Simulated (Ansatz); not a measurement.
```xyz
9

F     1.546   -0.006    1.096
C     0.260    0.120    0.692
I    -0.989    0.717    2.290
C    -0.220   -0.833   -0.331
C     0.032    0.624   -0.679
H     0.507   -1.560   -0.675
H    -1.242   -1.183   -0.280
H     0.924    0.854   -1.250
H    -0.818    1.266   -0.864
```

Charge 0, multiplicity 1. I: def2 effective core potential.

List the CAM-B3LYP/def2-TZVPP orbital energies in eV (Ansatz). (Estimate.)

Ansatz gave: Occupied: -673.99, -282.45, -279.53, -279.53, -188.32, -134.62, -134.30, -134.28, -54.27, -54.16, -54.15, -53.87, -53.87, -35.72, -26.53, -21.72, -19.45, -18.61, -16.42, -16.03, -14.88, -13.98, -12.58, -12.54, -10.65, -10.13, -8.97, -8.62. Lowest empty: 0.01, 2.39, 2.72, 2.91, 3.94, 4.00, 4.24, 4.65.
